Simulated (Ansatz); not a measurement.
Reaction (silylene loss): `F[Si](F)([SiH3])Cl` → `F[SiH](F)Cl` + `[SiH2]`

Computed with Ansatz on PBE0-D4/def2-TZVP structures; ΔE is electronic, products minus reactants. CCSD(T)/CBS adds triple-zeta CCSD(T) − MP2 to the extrapolated MP2 energy (def2 sets, frozen cores). This one scheme is used for every species. Functionals use def2-TZVPP. B3LYP here is the variant with VWN-RPA as its local correlation; programs differ in this.

`F[Si](F)([SiH3])Cl`:

Cartesian coordinates in Å:
```
F 2.083 0.803 -0.325
Si 0.951 -0.296 -0.478
F 1.547 -1.637 0.121
Si -1.004 0.334 0.623
Cl 0.641 -0.592 -2.466
H -1.493 1.596 0.016
H -0.717 0.535 2.066
H -2.007 -0.744 0.443
```

`F[SiH](F)Cl`:

Cartesian coordinates in Å:
```
F -0.747 0.606 1.267
Si 0.076 0.006 0.063
F 0.803 1.203 -0.662
Cl -1.200 -0.869 -1.233
H 1.068 -0.946 0.565
```

`[SiH2]`:

Z-matrix (Å, degrees):
```
Si
H 1 1.525
H 1 1.525 2 91.2
```

```tsv
level	ΔE (kJ/mol)	difference from CCSD(T)/CBS
BLYP-D4	224.8	-4.7
B3LYP-D4	231.0	1.5
r2SCANh-D4	254.7	25.2
BHLYP-D4	235.7	6.2
ωB97X-V	243.7	14.2
ωB97M-V	223.9	-5.6
PBE	240.2	10.7
revPBE	225.6	-3.9
B3LYP	217.2	-12.3
r2SCAN0	251.4	21.9
BHLYP	222.8	-6.7
MP2/def2-SVP	226.4	-3.1
MP2/def2-TZVPP	234.9	5.4
MP2/def2-QZVPP	239.6	10.1
MP2/CBS(def2)	243.0	13.5
CCSD/CBS(def2)	224.1	-5.4
CCSD(T)/CBS	229.5	0
```

Largest T1 diagnostic among the species: 0.014.

At CCSD(T), def2-SVP lies −18.4 kJ/mol from the extrapolated value and def2-TZVPP −8.1 kJ/mol. From PBE to PBE0 (25 % exact exchange), in def2-TZVPP and without D4, ΔE moves by +3.8 kJ/mol. In def2-TZVPP, CCSD(T) changes the Hartree–Fock value by +18.6 kJ/mol (the triples alone add +5.4 kJ/mol) and MP2 by +32.1 kJ/mol.
